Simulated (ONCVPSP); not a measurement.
# Ti: ONCV pseudisation with PBEsol, scalar-relativistic reference atom.

Ti, optimised norm-conserving Vanderbilt (ONCV), made with ONCVPSP 4.0.1 (PBEsol, scalar-relativistic). Core [Ne], reference 3s2 3p6 3d2 4s1.75 4p0.25. Waves: 3s+4s: rc 1.85 bohr, ncon 3, nbas 6, qcut 6.7 1/bohr, 3 projectors, debl 3.2 Ha; 3p+4p: rc 1.95 bohr, ncon 4, nbas 7, qcut 6.1 1/bohr, 2 projectors; 3d: rc 1.45 bohr, ncon 5, nbas 10, qcut 9.5 1/bohr, 2 projectors, debl 0.5 Ha. Local part: polynomial inside 1.45 bohr (lpopt 5, dvloc0 2 Ha). Core correction: polynomial model core, fcfact 0.65.

All-electron outer shells of the reference configuration (PBEsol, scalar-relativistic, ld1.x):

```csv
shell,level (eV),outermost node (bohr),outermost maximum (bohr)
2s,-536.57,0.09,0.27
2p,-444.26,–,0.22
3s,-62.80,0.40,0.87
3p,-39.12,0.37,0.90
4s,-4.68,1.24,2.92
3d,-4.59,–,0.98
4p,-1.62,1.39,3.80
```

Results:

```json
{
  "Cutoffs needed": "39 Ha and 45 Ha (the cutoffs (Ha) at which the residual kinetic energy of the hardest occupied pseudo-wave falls to 1 and 0.1 mHa per electron)",
  "Ghost test": "no bound ghost flagged; no localised positive-energy state flagged",
  "Largest excitation error": "-2.5 meV (all-electron minus pseudo) for 3s2 3p6 3d2 4s0 4p0, out of 4 test configurations",
  "rms error of d²Exc/dni dnj": "2.06 mHa without and 1.09 mHa with the model core"
}
```

Generation and tests took about 7.5 s on one core of a shared server CPU.
